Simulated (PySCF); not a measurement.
C3H5GeNO.
Structure used (PBE0-D3(BJ)/def2-SVP), in Å, numbered top down from 1:
```xyz
11
C3H5GeNO angstrom
Ge    -1.9745   -0.1263   -0.1698
C     -0.0309   -0.0897   -0.1452
C      0.8884    0.4037    0.7395
C      2.1324    0.1001    0.1247
N      1.9680   -0.5169   -1.0154
O      0.6233   -0.6349   -1.1840
H     -2.4453    0.4868    1.1565
H     -2.4541   -1.5789   -0.2971
H     -2.4820    0.7023   -1.3586
H      0.7044    0.9058    1.6856
H      3.1430    0.3111    0.4752
```

The calculation used PySCF, PBE0-D3(BJ)/def2-SVP geometry optimisation, gas phase.

Masses are those of the commonest isotopes; rigid-rotor values at the optimised geometry. 

**Question.** What are A, B and C (MHz)?

**Answer.** Ia = 57.42, Ib = 405.68, Ic = 456.72 u·Å²; 505379 MHz·u·Å²/I gives A = 8802, B = 1246, C = 1107 MHz.

**Question.** Classify the top.

**Answer.** A near-prolate asymmetric top. Ray's parameter κ = (2B − A − C)/(A − C) = -0.964; −1 is the prolate and +1 the oblate limit.

**Question.** What does the inertial defect say?

**Answer.** Not planar: Δ = Ic − Ia − Ib = -6.38 u·Å². For a rigid frame Δ = −2 Σ m c², so Σ m c² = 3.19 u·Å² lies off the ab plane, practically all of it from hydrogen. The atom farthest from that plane is 1.30 Å away.

**Question.** Predict some low-J microwave lines.

**Answer.** The dipole components are |μa| = 1.41 D, |μb| = 2.49 D, |μc| = 0.00 D. Intensities carry the squares of the components, which stand as 0.32 : 1.00 : 0.00 (a : b : c). Some lines, for components of 0.1 D or more:

```tsv
type	branch	J(Ka,Kc)	MHz	lower level (cm⁻¹)
a	Q	4(1,3) ← 4(1,4)	1392	1.016
b	R	4(0,4) ← 3(1,3)	2174	0.711
a	R	2(1,2) ← 1(1,1)	4565	0.330
a	R	2(1,1) ← 1(1,0)	4844	0.335
a	R	3(1,3) ← 2(1,2)	6847	0.483
a	R	3(2,2) ← 2(2,1)	7057	1.253
a	R	3(2,1) ← 2(2,0)	7064	1.253
b	Q	1(1,0) ← 1(0,1)	7695	0.078
b	Q	3(1,2) ← 3(0,3)	8051	0.470
a	R	4(1,4) ← 3(1,3)	9127	0.711
a	R	4(2,2) ← 3(2,1)	9427	1.489
b	R	3(1,3) ← 2(0,2)	14265	0.235
b	R	4(1,4) ← 3(0,3)	16343	0.470
b	Q	3(2,1) ← 3(1,2)	22469	0.739
b	Q	2(2,0) ← 2(1,1)	22669	0.497
b	Q	2(2,1) ← 2(1,2)	23085	0.483
b	Q	3(2,2) ← 3(1,3)	23295	0.711
b	R	2(2,0) ← 1(1,1)	27652	0.330
b	R	3(3,1) ← 2(2,0)	45183	1.253
b	R	4(3,2) ← 3(2,1)	47532	1.489
b	R	4(3,1) ← 3(2,2)	47541	1.488
b	Q	4(4,0) ← 4(3,1)	53374	3.074
b	Q	4(4,1) ← 4(3,2)	53374	3.074
b	R	4(4,0) ← 3(3,1)	62787	2.760
```

Whether it is a minimum is left open (no frequencies). These are rigid-rotor constants of the computed structure; measured ground-state constants (B0) also hold zero-point vibration. A rigid rotor knows nothing of internal rotation, which can split or shift real lines. Quadrupole hyperfine structure (14N) is left out.
